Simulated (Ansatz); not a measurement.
`C=C(Cl)I` and `C=[C](Cl)[AlH][F]` differ in one atom or group.

Ansatz, PBE0-D4/def2-TZVP geometries, multiplicity 1. Each molecule was computed in one conformer, which needn't be the lowest.

Elements past krypton have def2 core potentials.

| property | `C=C(Cl)I` |
| --- | --- |
| size of the dipole moment (ωB97M-V/def2-TZVPP) / D | 1.17 |
| LUMO energy (PBE0/def2-TZVPP) / eV | -1.27 |
| HOMO–LUMO gap (B3LYP/def2-TZVPP) / eV | 5.52 |
| HOMO energy (PBE/def2-TZVPP) / eV | -6.18 |
| LUMO energy (PBE/def2-TZVPP) / eV | -2.19 |
| HOMO energy (B3LYP/def2-TZVPP) / eV | -7.04 |

**Question.** What does the change do to each property? (Estimate.)

**Answer.** Computed: 
```csv
property,`C=[C](Cl)[AlH][F]`,shift
size of the dipole moment (ωB97M-V/def2-TZVPP) / D,2.42,1.25
LUMO energy (PBE0/def2-TZVPP) / eV,-1.68,-0.41
HOMO–LUMO gap (B3LYP/def2-TZVPP) / eV,5.66,0.14
HOMO energy (PBE/def2-TZVPP) / eV,-6.65,-0.47
LUMO energy (PBE/def2-TZVPP) / eV,-2.51,-0.32
HOMO energy (B3LYP/def2-TZVPP) / eV,-7.55,-0.51
```

With PBE0 the HOMO falls by 0.53 eV and the LUMO falls by 0.41 eV, so the gap widens by about 0.12 eV. PBE moves the HOMO by -0.47 eV and ωB97M-V by -0.59 eV. The zero-point energy changes by 24.6 kJ/mol with +6 modes. Dipoles are sizes alone; their direction can turn.

B3LYP here is the variant with VWN-RPA as its local correlation; programs differ in this.

Spin–orbit coupling is left out; it splits and shifts lone-pair levels of the heavy atoms by tenths of an eV.
